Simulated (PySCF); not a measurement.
Simulated C 1s region for `C#C[SiH]1N[SiH2]N1`, binding energy against the vacuum level.

Every computed line was given a Gaussian of 1.0 eV full width at half maximum and an area set by the number of equivalent atoms; the highest printed point is 100. The calculation used delta-SCF UKS SCAN, pcX-2 on the ionised atom, pcseg-1 elsewhere, spin-free X2C (PySCF).

binding energy (eV), intensity and a bar:
```
    288.6          0 
    288.7          0 
    288.8          1 
    288.9          1 
    289.0          3 #
    289.1          5 #
    289.2          8 ###
    289.3         14 ####
    289.4         21 ######
    289.5         30 #########
    289.6         42 #############
    289.7         55 #################
    289.8         69 #####################
    289.9         82 ########################
    290.0         92 ############################
    290.1         98 #############################
    290.2        100 ##############################
    290.3         97 #############################
    290.4         89 ###########################
    290.5         78 #######################
    290.6         65 ###################
    290.7         51 ###############
    290.8         38 ###########
    290.9         27 ########
    291.0         18 #####
    291.1         12 ####
    291.2          7 ##
    291.3          4 #
    291.4          2 #
    291.5          1 
    291.6          1 
    291.7          0 
    291.8          0
```

How many maxima does the curve show, and how many computed lines lie under it?

The curve has 1 maximum (at 290.2 eV). Under it lie 2 lines from 2 inequivalent carbon sites. At this width some lines have no maximum of their own.

Decompose the envelope and assign each component. Numbering: `[CH:1]#[C:2][SiH:3]1[NH:4][SiH2:5][NH:6]1`.

```csv
position (eV),relative area,line,atoms,environment
290.06,1,C 1s,C2,alkyne carbon
290.31,1,C 1s,C1,terminal alkyne carbon
```

What are the centre and the root-mean-square width of the whole band?

The area-weighted mean of the lines is 290.18 eV. Their own spread about it is 0.13 eV (rms) and each Gaussian has σ = 1.0/2.355 = 0.42 eV; the variances add, which gives 0.44 eV.

Above which line width would these two lines show one maximum?

Two equal Gaussians merge once their distance is under 2σ = FWHM/1.177. With 0.25 eV between them that is a full width over 0.29 eV.

Lowest listed C 1s: C2, bonded to C (triple bond) and Si. Highest, 0.25 eV above it: C1, bonded to C (triple bond) and H. Summing the Pauling electronegativity differences to the bonded atoms, each weighted by its formal bond order, gives -0.65 for the lowest site and -0.35 for the highest.

The curve has no shake-up lines and no vibrational structure. The unrestricted hole states depart most from a pure doublet (⟨S²⟩ = 0.75; over 0.85 named) for C 1s of C2 (0.85), which makes this value less certain. Isolated species at its GFN2-xTB geometry, gas phase.

Hardware: one thread of an Arm Neoverse V1, on a shared host. Cost: 74 s of wall time.
